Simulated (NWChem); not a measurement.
System: CH$_{5}$Ga; SMILES [CH3][GaH2]

The following NWChem deck was run.

```
start job
memory heap 200 mb stack 900 mb global 1100 mb
geometry units angstroms noautosym nocenter noautoz
  Ga    -0.005966     0.411189     0.005289
  H     -1.351150     1.185663     0.281840
  H      1.304545     1.239660    -0.275781
  C      0.000916    -1.556079    -0.001022
  H     -0.501135    -1.949044     0.897579
  H      1.012431    -1.982076    -0.060357
  H     -0.577406    -1.918873    -0.867893
end
basis spherical
  * library def2-svpd
end
dft
  xc bhlyp
  iterations 150
end
property
  response 1 0.0
end
task dft property
```

The geometry was optimised at PBE0/def2-SVP.

Static field.

Problem. Give the results of this calculation. (BHandHLYP/def2-SVPD.) Quantities: isotropic polarisability (bohr³); anisotropy (bohr³).

Solution. The isotropic polarisability (bohr³) is 43.4 and the anisotropy (bohr³) comes out as 14.3.
